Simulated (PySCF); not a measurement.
## Calculated data, CH₅BSi₂, H₃NSi₂

Calculation on a computer-drawn molecule: the log of a Hartree-Fock and frozen-core CCSD(T) single point meant for a local Hartree-Fock minimum, with one planted fault or none, to be diagnosed. Offsets are logged minus clean, where the clean run is the same molecule without the fault. The reference is restricted for singlets and unrestricted otherwise, and also for a bond in bohr or an excited solution. Adding or removing an electron swaps singlet and doublet. The excited solution moves the top pair (singlet) or top alpha electron (doublet) to the lowest empty orbital. Highest occupied and lowest empty are orbital energies over both spins, largest force is the largest gradient component, triples share is (T) over the correlation energy, the T1 limit is 0.02 restricted and 0.045 unrestricted, electrons count all cores, a negative frequency is imaginary (commonest isotopes), and the dipole is about the centre of nuclear charge. Program: PySCF 2.14.0.

Common to all runs: meant charge 0; meant multiplicity 1; meant basis cc-pV(D+d)Z; logged SCF converged yes; logged CC converged yes; logged SCF stable within its kind yes; possible faults no fault, one electron removed, one electron added, multiplicity raised by two, geometry at a saddle point, SCF held on an excited solution, minimal basis STO-3G, one bond length entered in bohr, all coordinates scaled.

(1) CH₅BSi₂

Logged structure:
```xyz
9
CH5BSi2
Si     0.9455    -0.0628    -2.5758
B      0.6391    -1.5603    -1.2327
C     -0.5621    -1.7087    -0.2873
Si    -0.6138    -3.0610     0.7537
H      1.8074     0.7516    -1.6238
H      1.4823    -2.4336    -1.2225
H     -1.3660    -0.9789    -0.2525
H      0.4318    -4.0930     0.7620
H     -1.6830    -3.3295     1.7342
```

- logged electrons: 45
- logged basis functions: 99
- logged spin squared: 1.0795
- logged highest occupied: -1.0269 eV
- logged lowest empty: 5.1622 eV
- logged largest force: 0.01708 hartree/bohr
- logged T1 diagnostic: 0.047997
- logged D1 diagnostic: 0.20232
- logged triples share: 0.040214
- logged dipole magnitude: 10.345 debye
- logged energy HF: -643.21025 hartree
- logged energy CCSD(T): -643.69645 hartree
- planted fault: one electron added
- HF energy offset from clean run: 0.8411 kcal/mol
- CCSD(T) energy offset from clean run: -8.386 kcal/mol

Drawn bonds:
```
atom  other atom  order
   1           2      1
   2           3      1
   3           4      2
   1           5      1
   2           6      1
   3           7      1
   4           8      1
   4           9      1
```

Notes: T1 above single-reference limit.

(2) H₃NSi₂

Logged structure:
```xyz
6
H3NSi2
Si     1.5479     1.1102     0.0169
N      0.2892     0.0170     0.2576
Si    -0.9585    -0.8634     0.5937
H      2.4115     0.2585    -0.9143
H     -1.0235    -1.7875     1.7359
H     -2.1974    -0.8626    -0.1985
```

- logged electrons: 37
- logged basis functions: 75
- logged spin squared: 0.7722
- logged highest occupied: -15.888 eV
- logged lowest empty: -5.8549 eV
- logged largest force: 0.070672 hartree/bohr
- logged T1 diagnostic: 0.027143
- logged D1 diagnostic: 0.085103
- logged triples share: 0.037825
- logged dipole magnitude: 1.3989 debye
- logged energy HF: -633.76442 hartree
- logged energy CCSD(T): -634.12513 hartree
- planted fault: one electron removed
- HF energy offset from clean run: 156 kcal/mol
- CCSD(T) energy offset from clean run: 177.7 kcal/mol

Drawn bonds:
```
atom  other atom  order
   1           2      1
   2           3      2
   1           4      1
   3           5      1
   3           6      1
```
